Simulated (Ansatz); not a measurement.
Ansatz (an electronic-structure program) input for GeFCl3, SMILES [F][Ge]([Cl])([Cl])[Cl], PBE-D3(BJ)/def2-SVP. 

Ansatz 0.2 input:
```yaml
crystal:
  periodic: [false, false, false]
  atoms:
    - {symbol: F, position_ang: [0.00000000, -0.00000000, 1.91816172]}
    - {symbol: Ge, position_ang: [0.00000000, -0.00000000, 0.19287149]}
    - {symbol: Cl, position_ang: [1.75851027, 1.01527638, -0.45951653]}
    - {symbol: Cl, position_ang: [-1.75851027, 1.01527638, -0.45951653]}
    - {symbol: Cl, position_ang: [-0.00000001, -2.03055275, -0.45951653]}
basis:
  gaussian:
    orbitals: def2-SVP
hamiltonian:
  xc: pbe
  dispersion: d3bj
relax: {f_tol: 0.002, max_steps: 200}
```

Output:

```
WARN ansatz: RAYON_NUM_THREADS=1 ignored (pool sized by the plan → 1); use --threads N
Functional definition: PBE
integrals: 0.05 GiB planned
1084 factors; their error is unknown
mean field: 0.26 GiB planned
mean field evaluation 1: about -96757.4763 eV, gradient 4.1e1 eV
mean field evaluation 2: about -96742.5956 eV, gradient 1.1e2 eV
mean field evaluation 4: about -96760.0296 eV, gradient 5.2e0 eV
mean field evaluation 8: about -96760.0053 eV, gradient 8.0e-2 eV
mean field evaluation 16: about -96760.0053 eV, gradient 4.4e-5 eV
mean field -96760.00527176 eV, -3555.8646074501 hartree, gradient 4.4e-5 eV, S^2 0.000000; 0 other end points of the search recorded, 0 dependent functions left out
the calculation of the forces begins
reference -96760.00529889 eV, -3555.8646084469 hartree; 46, 46 occupied and 54, 54 virtual orbitals, 1084 factors
relax step   1: F+E_penalty+E_count = -96760.17284956 eV  Δ(F+E_penalty+E_count) = +0.000e0 eV  max|allowed force component| = 3.830e-1 eV/Å  Δτ_max = 0.0000 Å  (27 SCF iters, accepted)
these checks for a lower state are left out or cut short: starts, cluster_reference, orbital_swaps, neighbouring_geometries, increment
integrals: 0.05 GiB planned
1084 factors; their error is unknown
mean field: 0.26 GiB planned
mean field -96760.00859268 eV, -3555.8647294917 hartree, gradient 2.2e-5 eV, S^2 0.000000; 0 other end points of the search recorded, 0 dependent functions left out
the calculation of the forces begins
reference -96760.00861983 eV, -3555.8647304894 hartree; 46, 46 occupied and 54, 54 virtual orbitals, 1084 factors
relax step   2: F+E_penalty+E_count = -96760.17572895 eV  Δ(F+E_penalty+E_count) = -2.879e-3 eV  max|allowed force component| = 1.701e-1 eV/Å  Δτ_max = 0.0094 Å  (27 SCF iters, accepted)
these checks for a lower state are left out or cut short: starts, cluster_reference, orbital_swaps, neighbouring_geometries, increment
integrals: 0.05 GiB planned
1084 factors; their error is unknown
mean field: 0.26 GiB planned
mean field -96760.00918103 eV, -3555.8647511130 hartree, gradient 2.2e-5 eV, S^2 0.000000; 0 other end points of the search recorded, 0 dependent functions left out
the calculation of the forces begins
reference -96760.00920818 eV, -3555.8647521107 hartree; 46, 46 occupied and 54, 54 virtual orbitals, 1084 factors
relax step   3: F+E_penalty+E_count = -96760.17622610 eV  Δ(F+E_penalty+E_count) = -4.971e-4 eV  max|allowed force component| = 1.879e-2 eV/Å  Δτ_max = 0.0044 Å  (27 SCF iters, accepted)
these checks for a lower state are left out or cut short: starts, cluster_reference, orbital_swaps, neighbouring_geometries, increment
integrals: 0.05 GiB planned
1084 factors; their error is unknown
mean field: 0.26 GiB planned
mean field evaluation 32: about -96760.0092 eV, gradient 2.5e-5 eV
mean field -96760.00920022 eV, -3555.8647518181 hartree, gradient 2.5e-5 eV, S^2 0.000000; 0 other end points of the search recorded, 0 dependent functions left out
the calculation of the forces begins
reference -96760.00922736 eV, -3555.8647528157 hartree; 46, 46 occupied and 54, 54 virtual orbitals, 1084 factors
relax step   4: F+E_penalty+E_count = -96760.17623045 eV  Δ(F+E_penalty+E_count) = -4.357e-6 eV  max|allowed force component| = 1.899e-3 eV/Å  Δτ_max = 0.0010 Å  (19 SCF iters, accepted)
integrals: 0.05 GiB planned
1084 factors; their error is unknown
mean field: 0.26 GiB planned
mean field -96760.00920022 eV, -3555.8647518181 hartree, gradient 2.5e-5 eV, S^2 0.000000; 1 other end points of the search recorded, 0 dependent functions left out
the calculation of the forces begins
reference -96760.00922736 eV, -3555.8647528157 hartree; 46, 46 occupied and 54, 54 virtual orbitals, 1084 factors
Total energy: -96760.17625760 eV, -3555.8708910637 hartree
Atom 0 at    -0.000034    -0.000020     1.931545 Å, force    -0.000008    -0.000005     0.000238 eV/Å
Atom 1 at    -0.000049    -0.000028     0.193622 Å, force     0.000194     0.000112     0.001899 eV/Å
Atom 2 at     1.762179     1.017394    -0.464271 Å, force    -0.001059    -0.000611    -0.000672 eV/Å
Atom 3 at    -1.762210     1.017544    -0.464206 Å, force     0.001042    -0.000797    -0.000733 eV/Å
Atom 4 at     0.000114    -2.034891    -0.464206 Å, force    -0.000169     0.001301    -0.000733 eV/Å
Dipole moment:    -0.000068    -0.000039    -0.171484 e Å
```

The calculation finished and met its thresholds.
